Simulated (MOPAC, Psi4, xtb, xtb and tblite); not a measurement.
Relaxed torsion scan: C2H4BrF3Si, SMILES FC([SiH2]CBr)(F)F. Scanned: dihedral C2–Si5–C6–Br7; all other coordinates were relaxed at GFN2-xTB. Points at φ and −φ are mirror images. Heavy atoms are numbered in the order of the SMILES FC(F)(F)[SiH2]CBr, hydrogens after them in the order of the atoms that carry them; the mirror image has the same energies with the sign of each dihedral reversed.

PM6, restricted, heats of formation // GFN2-xTB (MOPAC); GFN2-xTB (xtb and tblite); GFN1-xTB // GFN2-xTB (xtb); MP2/cc-pVTZ = DF-MP2 (frozen core)/cc-pVTZ // GFN2-xTB (Psi4).

Energies relative to the lowest point of each profile, in kcal/mol; the last columns give the difference from MP2:

```tsv
φ / °	PM6	GFN2-xTB	GFN1-xTB	MP2/cc-pVTZ	PM6 − MP2/cc-pVTZ	GFN2-xTB − MP2/cc-pVTZ	GFN1-xTB − MP2/cc-pVTZ
-160	0.4	0.5	0.6	0.7	-0.2	-0.2	0.0
-140	1.3	1.5	1.8	2.0	-0.7	-0.6	-0.2
-120	1.9	2.3	2.4	2.8	-0.9	-0.5	-0.4
-100	1.8	2.4	1.8	2.4	-0.6	0.0	-0.6
-80	1.6	2.2	0.8	1.6	0.0	0.6	-0.8
-60	1.8	2.6	0.8	1.6	0.2	1.0	-0.8
-40	2.4	3.7	2.0	2.6	-0.2	1.1	-0.6
-20	3.2	4.8	3.4	4.0	-0.8	0.8	-0.6
0	3.6	5.3	3.9	4.7	-1.1	0.6	-0.7
20	3.2	4.8	3.4	4.0	-0.8	0.8	-0.6
40	2.4	3.7	2.0	2.6	-0.2	1.1	-0.6
60	1.8	2.6	0.8	1.6	0.2	1.0	-0.8
80	1.6	2.2	0.8	1.6	0.0	0.6	-0.8
100	1.8	2.4	1.8	2.4	-0.6	0.0	-0.6
120	1.9	2.3	2.4	2.8	-0.9	-0.5	-0.4
140	1.3	1.5	1.8	2.0	-0.7	-0.6	-0.2
160	0.4	0.5	0.6	0.7	-0.2	-0.2	0.0
180	0.0	0.0	0.0	0.0	0.0	0.0	0.0
```

PM6 is furthest from MP2/cc-pVTZ at 0 (-1.1 kcal/mol, below); its mean absolute difference over the points is 0.5 kcal/mol.

GFN2-xTB is furthest from MP2/cc-pVTZ at -40 (1.1 kcal/mol, above); its mean absolute difference over the points is 0.6 kcal/mol.

GFN1-xTB is furthest from MP2/cc-pVTZ at -60 (-0.8 kcal/mol, below); its mean absolute difference over the points is 0.5 kcal/mol.
